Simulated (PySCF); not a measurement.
C4H11BO, singlet, geometry from GFN2-xTB; DF-PBE0/6-311+G(2d,p) run with PySCF.

PySCF was given this input:
```python
from pyscf import gto, scf, dft

mol = gto.M(
    atom='''
B     0.249073    0.186521    0.299451
C     0.515334    1.595780    0.983361
H     1.299328    1.540430    1.732749
H    -0.382494    1.974874    1.465874
H     0.807890    2.341204    0.247576
C    -0.856856   -0.017160   -0.842383
C    -1.650880    1.224637   -1.244818
H    -1.562864   -0.790025   -0.519691
H    -0.373304   -0.423949   -1.737145
H    -0.986234    1.997831   -1.622038
H    -2.189373    1.627575   -0.390685
H    -2.374774    0.987989   -2.023283
O     1.009141   -0.825997    0.737650
C     0.937011   -2.149056    0.269343
H     1.155857   -2.198141   -0.800781
H     1.676712   -2.736262    0.815528
H    -0.056901   -2.571357    0.440417
''',
    basis='6-311+g(2d,p)',
    charge=0,
    spin=0,
    verbose=4,
    max_memory=1800,
)

mf = dft.RKS(mol)
mf.xc = 'pbe0'
mf = mf.density_fit(auxbasis='def2-universal-jkfit')
mf.kernel()
```

**Question.** What does PySCF print? Leave out banner, timings and long lists.

**Answer.** 
```
PySCF version 2.14.0

[INPUT] verbose = 4
[INPUT] num. atoms = 17
[INPUT] num. electrons = 48
[INPUT] charge = 0
[INPUT] spin (= nelec alpha-beta = 2S) = 0
[INPUT] symmetry False subgroup None
[INPUT] Mole.unit = angstrom
[INPUT] Symbol           X                Y                Z      unit          X                Y                Z       unit  Magmom
[INPUT]  1 B      0.249073000000   0.186521000000   0.299451000000 AA    0.470679755024   0.352473606480   0.565880377727 Bohr   0.0
[INPUT]  2 C      0.515334000000   1.595780000000   0.983361000000 AA    0.973840122677   3.015587155058   1.858282971578 Bohr   0.0
[INPUT]  3 H      1.299328000000   1.540430000000   1.732749000000 AA    2.455374065979   2.910990814064   3.274421052614 Bohr   0.0
[INPUT]  4 H     -0.382494000000   1.974874000000   1.465874000000 AA   -0.722808904289   3.731970990524   2.770100393121 Bohr   0.0
[INPUT]  5 H      0.807890000000   2.341204000000   0.247576000000 AA    1.526690838775   4.424234361736   0.467850835015 Bohr   0.0
[INPUT]  6 C     -0.856856000000  -0.017160000000  -0.842383000000 AA   -1.619223168190  -0.032427700298  -1.591873161989 Bohr   0.0
[INPUT]  7 C     -1.650880000000   1.224637000000  -1.244818000000 AA   -3.119711064522   2.314228532009  -2.352365094929 Bohr   0.0
[INPUT]  8 H     -1.562864000000  -0.790025000000  -0.519691000000 AA   -2.953384929942  -1.492930881560  -0.982073659401 Bohr   0.0
[INPUT]  9 H     -0.373304000000  -0.423949000000  -1.737145000000 AA   -0.705442321205  -0.801147500783  -3.282728288658 Bohr   0.0
[INPUT] 10 H     -0.986234000000   1.997831000000  -1.622038000000 AA   -1.863712154734   3.775353433166  -3.065207583637 Bohr   0.0
[INPUT] 11 H     -2.189373000000   1.627575000000  -0.390685000000 AA   -4.137315354517   3.075670997189  -0.738287650976 Bohr   0.0
[INPUT] 12 H     -2.374774000000   0.987989000000  -2.023283000000 AA   -4.487672467738   1.867028624083  -3.823450742488 Bohr   0.0
[INPUT] 13 O      1.009141000000  -0.825997000000   0.737650000000 AA    1.907000111070  -1.560908109712   1.393956475785 Bohr   0.0
[INPUT] 14 C      0.937011000000  -2.149056000000   0.269343000000 AA    1.770694165705  -4.061127266353   0.508984503569 Bohr   0.0
[INPUT] 15 H      1.155857000000  -2.198141000000  -0.800781000000 AA    2.184253169161  -4.153884473178  -1.513256775755 Bohr   0.0
[INPUT] 16 H      1.676712000000  -2.736262000000   0.815528000000 AA    3.168526469772  -5.170785785055   1.541124566914 Bohr   0.0
[INPUT] 17 H     -0.056901000000  -2.571357000000   0.440417000000 AA   -0.107527306214  -4.859160498483   0.832267510603 Bohr   0.0

nuclear repulsion = 233.781338650347
number of shells = 110
number of NR pGTOs = 328
number of NR cGTOs = 228
basis = 6-311+g(2d,p)
ecp = {}

******** <class 'pyscf.df.df_jk.DFRKS'> ********
method = DFRKS
initial guess = minao
damping factor = 0
level_shift factor = 0
DIIS = <class 'pyscf.scf.diis.CDIIS'>
diis_start_cycle = 1
diis_space = 8
diis_damp = 0
SCF conv_tol = 1e-09
SCF conv_tol_grad = None
SCF max_cycles = 50
direct_scf = False
XC library pyscf.dft.libxc version 7.1.2
    S. Lehtola, C. Steigemann, M. J. T. Oliveira, and M. A. L. Marques,  SoftwareX 7, 1–5 (2018)
XC functionals = pbe0
    C. Adamo and V. Barone,  J. Chem. Phys. 110, 6158 (1999)
    M. Ernzerhof and G. E. Scuseria,  J. Chem. Phys. 110, 5029 (1999)
radial grids:
    Treutler-Ahlrichs [JCP 102, 346 (1995); DOI:10.1063/1.469408] (M4) radial grids

becke partition: Becke, JCP 88, 2547 (1988); DOI:10.1063/1.454033
pruning grids: <function nwchem_prune>
grids dens level: 3
symmetrized grids: False
atomic radii adjust function: <function treutler_atomic_radii_adjust>
small_rho_cutoff = 0
Set gradient conv threshold to 3.16228e-05
Initial guess from minao.
tot grids = 192488
******** <class 'pyscf.df.df.DF'> ********
auxbasis = def2-universal-jkfit
init E= -259.276647399
  HOMO = -0.345872651523091  LUMO = -0.0613509223515329  gap/eV = 7.74223
cycle= 1 E= -258.833222052038  delta_E= 0.443  |g|= 0.687  |ddm|=  3.2
  HOMO = -0.173420585923367  LUMO = 0.0108592572869416  gap/eV = 5.01451
cycle= 2 E= -258.742645351419  delta_E= 0.0906  |g|= 0.983  |ddm|= 1.35
  HOMO = -0.276145078654785  LUMO = 0.00389131547440414  gap/eV = 7.62018
cycle= 3 E= -258.931292039091  delta_E= -0.189  |g|= 0.133  |ddm|= 0.816
  HOMO = -0.286132742112898  LUMO = 0.00222955279297307  gap/eV = 7.84674
cycle= 4 E= -258.934535999408  delta_E= -0.00324  |g|= 0.0381  |ddm|= 0.116
  HOMO = -0.283282754941762  LUMO = 0.00287902116175382  gap/eV = 7.78686
cycle= 5 E= -258.934862300167  delta_E= -0.000326  |g|= 0.00566  |ddm|= 0.0361
  HOMO = -0.28351157395587  LUMO = 0.00288774512987485  gap/eV = 7.79332
cycle= 6 E= -258.934868899475  delta_E= -6.6e-06  |g|= 0.00191  |ddm|= 0.00735
  HOMO = -0.28349466790262  LUMO = 0.00288581954570814  gap/eV = 7.79281
cycle= 7 E= -258.934869771112  delta_E= -8.72e-07  |g|= 0.000276  |ddm|= 0.00159
  HOMO = -0.283498790520575  LUMO = 0.00288794781468896  gap/eV = 7.79298
cycle= 8 E= -258.934869787986  delta_E= -1.69e-08  |g|= 5.55e-05  |ddm|= 0.000298
  HOMO = -0.283495863110598  LUMO = 0.00288887874988313  gap/eV = 7.79293
cycle= 9 E= -258.934869788754  delta_E= -7.68e-10  |g|= 1.4e-05  |ddm|= 5.68e-05
  HOMO = -0.283497108105355  LUMO = 0.00288855601587093  gap/eV = 7.79295
Extra cycle  E= -258.934869788735  delta_E= 1.9e-11  |g|= 1.73e-05  |ddm|= 2.52e-05
converged SCF energy = -258.934869788735
```
